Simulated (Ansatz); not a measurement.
`C[Si](O)(F)[SiH3]` + H₂O → `C[Si](O)(O)F` + SiH₄  (formal hydrolysis of the Si–Si bond)

Program: Ansatz. Geometries: PBE0-D4/def2-TZVP. ΔE: electronic, gas phase. CCSD(T)/CBS adds triple-zeta CCSD(T) − MP2 to the extrapolated MP2 energy (def2 sets, frozen cores). This one scheme is used for every species. Functionals use def2-TZVPP. HSE06 is defined as in plane-wave codes. Each species was taken in one conformer, which may not be the lowest.

`C[Si](O)(F)[SiH3]`:

Cartesian coordinates in Å:
```
C -0.525 0.198 1.639
Si -0.492 -0.336 -0.139
O -1.611 0.453 -1.042
F -0.829 -1.908 -0.142
Si 1.553 -0.012 -1.235
H 0.218 -0.352 2.222
H -1.506 0.005 2.084
H -0.311 1.265 1.729
H -2.514 0.502 -0.722
H 2.627 -0.759 -0.525
H 1.907 1.433 -1.229
H 1.483 -0.489 -2.641
```

H₂O:

Z-matrix (Å, degrees):
```
O
H 1 0.960
H 1 0.960 2 105.1
```

`C[Si](O)(O)F`:

Cartesian coordinates in Å:
```
C 0.455 1.074 0.763
Si -0.309 -0.264 -0.241
O -0.141 0.115 -1.813
O 0.331 -1.751 -0.007
F -1.858 -0.368 0.152
H 0.006 2.039 0.520
H 1.527 1.135 0.564
H 0.313 0.891 1.830
H -0.286 -0.578 -2.458
H -0.038 -2.294 0.690
```

SiH₄:

```xyz
5

Si    0.000    0.000    0.000
H     1.025   -0.445    0.978
H    -0.552   -1.181   -0.710
H     0.621    0.923   -0.983
H    -1.094    0.703    0.715
```

```
             level  ΔE (kcal/mol)
         r2SCAN-D4          -32.3
           r2SCAN0          -33.4
             HSE06          -29.7
           LC-ωPBE          -31.4
SCS-MP2/def2-TZVPP          -34.8
CCSD(T)/def2-TZVPP          -32.9
     HF/def2-QZVPP          -38.9
     MP2/CBS(def2)          -33.0
```

(1) What does CCSD(T)/CBS give? (Best estimate.)

Largest T1 diagnostic among the species: 0.012.

Answers

(1) Ansatz gave: -31.8 kcal/mol. The listed levels differ from it by -0.5, -1.6, 2.1, 0.4, -3.0, -1.1, -7.1, -1.2 kcal/mol.

From PBE to PBE0 (25 % exact exchange), in def2-TZVPP and without D4, ΔE moves by −2.0 kcal/mol. The D4 term adds +1.2 kcal/mol with B3LYP and +0.8 kcal/mol with PBE0; it sums over pairs of atoms, weighted by their polarisabilities, and B3LYP, whose exchange is more repulsive, gets the larger term. At CCSD(T), def2-SVP lies −0.9 kcal/mol from the extrapolated value and def2-TZVPP −1.1 kcal/mol.

B3LYP here is the variant with VWN-RPA as its local correlation; programs differ in this.
